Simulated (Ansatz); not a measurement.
The pair A = CH4 (SMILES C) (first 5 atoms), B = CH3F (SMILES CF); geometry from B3LYP-D3(BJ)/def2-TZVP.
(charge 0, multiplicity 1):
```xyz
10

C      0.0274    -0.0082     0.1295
H     -0.2148    -1.0669     0.2192
H     -0.3778     0.5329     0.9827
H      1.1098     0.1145     0.0998
H     -0.4041     0.3825    -0.7910
C      0.2279    -0.5847     3.7613
F     -0.4589     0.6128     3.5942
H     -0.4500    -1.4110     3.5447
H      1.0730    -0.6035     3.0727
H      0.5787    -0.6448     4.7922
```

Correlated levels freeze the cores. MP2 and its Hartree–Fock in aug-cc-pVTZ are density fitted.

Run with Ansatz (a quantum-chemistry and plane-wave program) with Gaussian orbitals. Each number belongs to the level named beside it.

The counterpoise-corrected interaction energy is E(AB) − E(A in the pair's basis) − E(B in the pair's basis). Total energies (hartree):

```tsv
level	AB	A in the pair's basis	B in the pair's basis
HF/aug-cc-pVDZ	-179.2569126	-40.1998114	-139.0576913
MP2/aug-cc-pVDZ	-179.7865333	-40.3680082	-139.4175621
HF/aug-cc-pVTZ	-179.3101705	-40.2135861	-139.0971879
MP2/aug-cc-pVTZ	-179.9574292	-40.4145129	-139.5417114
CCSD(T)/aug-cc-pVDZ	-179.8442539	-40.3958477	-139.4473615
```

Q: Work out the counterpoise-corrected interaction energy at the basis-set limit: extrapolate the MP2 correlation part as X⁻³, take Hartree–Fock from the larger set, and add the CCSD(T) − MP2 difference of aug-cc-pVDZ.

A: 
1. Differences (1 hartree = 627.509 kcal/mol): HF/aug-cc-pVDZ 0.370; MP2/aug-cc-pVDZ -0.604; HF/aug-cc-pVTZ 0.379; MP2/aug-cc-pVTZ -0.756; CCSD(T)/aug-cc-pVDZ -0.656.
2. Correlation parts, MP2 less HF: -0.975 in aug-cc-pVDZ (X = 2), -1.135 in aug-cc-pVTZ (X = 3).
3. Limit (3³·(-1.135) − 2³·(-0.975))/(3³ − 2³) = -1.202; with HF/aug-cc-pVTZ it gives -0.824.
4. CCSD(T) less MP2 in aug-cc-pVDZ: -0.051.
Result: -0.87 kcal/mol, against -0.60 at MP2/aug-cc-pVDZ. It is an estimate of this method's limit, not of the exact value.
